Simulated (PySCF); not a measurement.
Working out the excitation energy of Be

Be [He] 2s2 (1S) → Be [He] 2s1 3s1 (3S). Computed with PySCF 2.14 in aug-cc-pCVTZ, with the non-relativistic Hamiltonian (point nucleus). Frozen: nothing. Energies in hartree (1 hartree = 27.21139 eV):

```tsv
part	Be (lower)	Be (upper)
UHF	-14.572876	-14.377222
MP2 opposite-spin	-0.068336	-0.039036
MP2 same-spin	-0.001203	-0.002763
```

**Question.** What does Hartree-Fock give?

**Answer.** (-14.377222) − (-14.572876) = 0.195654 hartree = 5.324 eV.

**Question.** What do MP2 and SCS-MP2 (6/5 opposite-spin, 1/3 same-spin) give?

**Answer.** The opposite-spin parts differ by 0.797 eV and the same-spin parts by -0.042 eV. MP2: 5.324 + (0.797) + (-0.042) = 6.079 eV. SCS-MP2: 5.324 + 1.2 × (0.797) + (-0.042)/3 = 6.266 eV.

Measured between the centres of the two terms (NIST): 6.457 eV, so MP2 (valence and next inner shell) is off by -0.378 eV.

What remains against the reference includes basis incompleteness and correlation beyond second order.
